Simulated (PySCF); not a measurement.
Compound: C3H13OPSi2.
SMILES with atom numbers: `[CH3:1][CH:2]([CH3:3])[SiH2:4][Si@@H:5]([OH:6])[PH2:7]`

Structure used (PBE0-D3(BJ)/def2-SVP), in Å, numbered top down from 1:
```xyz
20
C3H13OPSi2 angstrom
C     -2.524   -0.109    1.191
C     -1.457   -0.251    0.107
C     -1.675    0.726   -1.050
Si     0.295   -0.060    0.818
Si     1.958   -0.585   -0.743
O      1.567    0.244   -2.151
P      4.057   -0.031   -0.070
H     -2.497    0.893    1.649
H     -2.397   -0.847    1.998
H     -3.534   -0.247    0.768
H     -1.499   -1.282   -0.293
H     -0.903    0.626   -1.827
H     -2.660    0.565   -1.519
H     -1.650    1.769   -0.693
H      0.514    1.350    1.282
H      0.501   -0.962    1.999
H      2.025   -2.065   -0.996
H      2.166    0.122   -2.895
H      4.001   -0.922    1.047
H      3.649    1.110    0.688
```

Theory: delta-SCF UKS SCAN, pcX-2 on the ionised atom, pcseg-1 elsewhere, spin-free X2C (PySCF). The ground state was rerun for each ionised atom, in the same mixed basis as its hole state.

```
ionised atom  basis functions  E(ionised) (Eh)  binding energy (eV)
          C1              206      -1108.96515              290.450
          C2              206      -1108.98294              290.017
          C3              206      -1108.97119              290.285
          O6              206      -1099.88615              538.325
         Si4              217      -1051.86441             1845.654
         Si5              217      -1051.83544             1846.626
          P7              217      -1040.72767             2149.568
```

**Question.** Fill in the total energy of each ground state.

**Answer.** With binding energy = E(ionised) − E(ground) and 27.2114 eV a hartree:

| atom | binding energy (Eh) | E(ground) (Eh) |
| --- | --- | --- |
| C1 | 10.6738 | -1119.6390 |
| C2 | 10.6579 | -1119.6409 |
| C3 | 10.6678 | -1119.6390 |
| O6 | 19.7831 | -1119.6692 |
| Si4 | 67.8265 | -1119.6909 |
| Si5 | 67.8623 | -1119.6977 |
| P7 | 78.9952 | -1119.7229 |

**Question.** How much do the ground-state energies differ, and what would follow from using one of them for all holes?

**Answer.** They run from -1119.7229 Eh (core basis on P7) to -1119.6390 Eh (on C1), 0.0839 Eh or 2.28 eV apart, for one and the same state in different bases and grids. Pairing the ion of C1 with the ground state of P7 would put its binding energy 2.28 eV too high.

Lowest listed C 1s: C2, bonded to 2 C, H and Si. Highest, 0.43 eV above it: C1, bonded to C and 3 H.

Only 1s holes are shown. The structure is a single PBE0-D3(BJ)/def2-SVP conformer in the gas phase; no vibrational or solvent corrections.
